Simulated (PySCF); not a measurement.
Computed shifts of a molecule CH5ClO2Si, PBE/pcSseg-1 in PySCF, GIAO, gas phase, atoms alike by connectivity averaged where their shifts nearly agree, in ppm (number of nuclei): ¹³C: 2.6 (1). ²⁹Si: -6.5 (1). ¹H: 2.51 (1), 2.18 (1), 0.70 (3). References: ¹³C against TMS (σ = 182.0 ppm); ²⁹Si against TMS (σ = 335.4 ppm); ¹⁷O against H2O (σ = 334.3 ppm); ³⁵Cl against HCl (σ = 936.5 ppm); ¹H against TMS (σ = 31.49 ppm), references at their B3LYP-D3(BJ)/def2-TZVP geometries, non-relativistic (without spin–orbit terms, shifts of atoms bonded to Cl or Br come out too high). Geometry: B3LYP-D3(BJ)/def2-SVP. One conformer was computed; it need not be the lowest.

**Question.** Identify the compound among the candidates.
A. CO[Si@H](O)Cl
B. C[Si](O)(O)Cl
C. OC[Si@@H](O)Cl

**Answer.** B, C[Si](O)(O)Cl
